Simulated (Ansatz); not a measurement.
Sb₃As⁺, that is AsSbSbSb tetrahedron with one electron fewer. Total charge 1; doublet. Geometry PBE-D4/def2-SVP, that of the neutral singlet; atoms count from 1.

Cartesian coordinates in Å:
```
As 0.8678 -0.8806 -0.9951
Sb 0.1914 1.6566 -0.4554
Sb -1.6479 -0.4997 -0.1511
Sb 0.5888 -0.2762 1.6016
```

In the def2 sets Sb takes a core potential; there is no spin–orbit coupling.

Estimate the Mulliken populations from the PBE0/def2-TZVP orbitals of Ansatz.


```tsv
atom	charge (e)	spin (α − β)
As1	0.07	0.17
Sb2	0.30	0.19
Sb3	0.32	0.32
Sb4	0.32	0.32
```
Mulliken values and Mayer orders depend strongly on the basis.

Where does the spin sit?

Summed by element: As 0.17, Sb 0.83, of 1 unpaired in all. Largest on single atoms: Sb3 0.32, Sb4 0.32, Sb2 0.19.

And the Mayer bond orders between bonded heavy atoms (over 0.3)?

As1–Sb2 0.85 (2.68 Å); As1–Sb3 1.06 (2.68 Å); As1–Sb4 1.06 (2.68 Å); Sb2–Sb3 1.04 (2.85 Å); Sb2–Sb4 1.04 (2.85 Å); Sb3–Sb4 0.77 (2.85 Å).
